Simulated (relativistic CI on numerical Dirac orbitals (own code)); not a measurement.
N²⁺: from the plainest model towards the measured levels

Calculated with a relativistic CI code on KLI orbitals (one set per configuration, finite nucleus), adding one ingredient at a time: step 1, Dirac-Coulomb, each configuration alone; step 2, with Breit and QED terms; step 3, with configuration mixing; step 4, with scaled Slater integrals (0.85); step 5, with a P86 correlation estimate; step 6, tied to the ionisation limit. P86 is a density functional for the correlation energy, evaluated here for each configuration and added to its levels. Step 6 is semi-empirical: configurations made of the next ion and one excited electron move by -12108 cm⁻¹, so that their limit matches the tabulated ionisation energy, and those with a non-penetrating f or g electron also take the P86 value of the least penetrating other one.

Configuration list (outside the closed core 1s2): 2s2 2p, 2s 2p2, 2p3, 2s2 3s, 2s2 3p, 2s2 3d, 2s 2p 3s, 2s2 4s, 2s 2p 3p, 2s2 4p, 2s2 4d, 2s2 4f, 2s 2p 3d, 2s2 5s, 2s2 5p, 2s2 5d.

Computed minus measured energy above the ground level, in cm⁻¹, for 21 of the 63 excited levels that pair in every step (one J of a term; a digit in brackets numbers repeated terms):

| Configuration | Term | J | Measured | Step 1 | Step 2 | Step 3 | Step 4 | Step 5 | Step 6 |
| --- | --- | --- | --- | --- | --- | --- | --- | --- | --- |
| 2s2 2p | 2P° | 3/2 | 174 | 34 | 2 | -8 | -6 | -5 | -6 |
| 2s 2p2 | 4P | 3/2 | 57247 | -15573 | -15613 | -3922 | -207 | 698 | 700 |
| 2s 2p2 | 2D | 5/2 | 101024 | -4513 | -4573 | 5412 | 1384 | 2308 | 2231 |
| 2p3 | 4S° | 3/2 | 186797 | -12638 | -12718 | -848 | 496 | 2333 | 2335 |
| 2p3 | 2D° | 5/2 | 203075 | 203 | 108 | 7578 | 5778 | 7678 | 7680 |
| 2s2 3s | 2S | 1/2 | 221302 | 531 | 498 | 9484 | 7079 | 10210 | -1650 |
| 2s2 3p | 2P° | 1/2 | 245665 | 1529 | 1492 | 9836 | 7706 | 11281 | -433 |
| 2s2 3d | 2D | 3/2 | 267238 | -291 | -336 | 11458 | 8386 | 11720 | -231 |
| 2s 2p 3s | 4P° | 1/2 | 287529 | -16517 | -16558 | -4890 | -4514 | -218 | -216 |
| 2s 2p 3s | 2P° | 1/2 | 297151 | -14430 | -14480 | -992 | -2940 | 1330 | 611 |
| 2s2 4s | 2S | 1/2 | 301083 | -837 | -877 | 10159 | 7307 | 12231 | 301 |
| 2s 2p 3p | 2P | 1/2 | 309131 | -13770 | -13837 | -1554 | -1416 | 3237 | 3239 |
| 2s 2p 3p | 4D | 1/2 | 309656 | -16882 | -16929 | -5059 | -4517 | 145 | 147 |
| 2s2 4p | 2P° | 1/2 | 311690 | -2109 | -2150 | 9926 | 6803 | 11919 | 357 |
| 2s2 4d | 2D | 3/2 | 317748 | -832 | -876 | 11380 | 8243 | 13003 | 541 |
| 2s2 4f | 2F° | 5/2 | 320287 | -1722 | -1765 | 9516 | 6602 | 14130 | 204 |
| 2s 2p 3d | 4F° | 5/2 | 330266 | -17207 | -17272 | -5402 | -4953 | -445 | -442 |
| 2s 2p 3d | 4D° | 1/2 | 332791 | -16252 | -16324 | -4453 | -4523 | -15 | -12 |
| 2s2 5s | 2S | 1/2 | 333712 | -1777 | -1818 | 9805 | 6781 | 12256 | 354 |
| 2s2 5p | 2P° | 1/2 | 338154 | -1754 | -1797 | 9890 | 6649 | 12156 | 455 |
| 2s2 5d | 2D | 3/2 | 341948 | -2008 | -2052 | 10012 | 6925 | 12330 | 253 |

Mean absolute errors in cm⁻¹, over all paired levels and for the first 12 configurations:

| Configuration, levels | Step 1 | Step 2 | Step 3 | Step 4 | Step 5 | Step 6 |
| --- | --- | --- | --- | --- | --- | --- |
| all, 63 | 9672 | 9722 | 6362 | 4664 | 4305 | 1071 |
| 2s2 2p, 1 | 34 | 2 | 8 | 6 | 5 | 6 |
| 2s 2p2, 7 | 6761 | 6785 | 7009 | 1062 | 1592 | 1579 |
| 2p3, 5 | 5692 | 5703 | 7424 | 3659 | 5526 | 5525 |
| 2s2 3s, 1 | 531 | 498 | 9484 | 7079 | 10210 | 1650 |
| 2s2 3p, 2 | 1531 | 1491 | 9836 | 7706 | 11281 | 433 |
| 2s2 3d, 2 | 291 | 337 | 11458 | 8386 | 11720 | 232 |
| 2s 2p 3s, 7 | 12532 | 12595 | 4788 | 3576 | 934 | 579 |
| 2s2 4s, 1 | 837 | 877 | 10159 | 7307 | 12231 | 301 |
| 2s 2p 3p, 12 | 16003 | 16075 | 3998 | 4326 | 857 | 799 |
| 2s2 4p, 2 | 2114 | 2156 | 9922 | 6800 | 11915 | 356 |
| 2s2 4d, 2 | 847 | 891 | 11365 | 8228 | 12988 | 535 |
| 2s2 4f, 2 | 1722 | 1766 | 9516 | 6601 | 14130 | 204 |

Measured levels: Moore, Selected Tables of Atomic Spectra, NSRDS-NBS 3, section 5.

Problem. What does each ingredient do to the ground and the excited configurations, and where is the model closest to experiment?

Solution. The Breit and QED terms change the top of the ground term (measured 174) from 209 to 177. Mixing lowers the ground level by 11871, with 2p3 as its largest admixture; relative to it the configurations that move most are 2p3 by +12699, 2s 2p 3s by +12625, 2s2 4d by +12256. Configurations whose own partners of that kind are not in the list rise by much of that lowering, so a short list can trade one imbalance for another. The P86 estimate moves 2s2 4f by +7528, 2s2 5p by +5507, 2s2 5s by +5475, and takes the mean absolute error of the excited configurations from 4739 to 4374. Step 6 takes that error from 4374 to 1088; the error more than halves for 2s2 3s, 2s2 3p, 2s2 3d, 2s2 4s, 2s2 4p, 2s2 4d, 2s2 5s, 2s2 5p; 2s2 4f gains from the shift and the changed P86 value together. The mean absolute error is lowest at step 6 (1071 cm⁻¹), and the largest single drop is from step 2 to 3 (9722 to 6362).
